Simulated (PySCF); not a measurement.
## Correlation energy of Ti⁻ (titanium, charge -1)

[Ar] 3d3 4s2, high-spin 4F determinant. Computed with PySCF 2.14 in aug-cc-pwCVTZ (10s9p7d4f3g, 127 functions), with no relativity, point nucleus. Frozen: [Ar]; 5 electrons correlated.

MP2 pair energies summed by pair of shells (mhartree):

```
 pair  energy  share (%)
3d-3d  -24.12       48.5
3d-4s  -14.92       30.0
4s-4s  -10.65       21.4
```

Total MP2 correlation energy: -49.69 mhartree.

Same-spin part -33.45 and opposite-spin part -16.25 mhartree; SCS-MP2 scales them by 1/3 and 6/5 to -30.65 mhartree.

The Hartree-Fock reference does not bind the outermost electron (its level is positive or very diffuse), so these energies belong to a reference that the basis holds together.
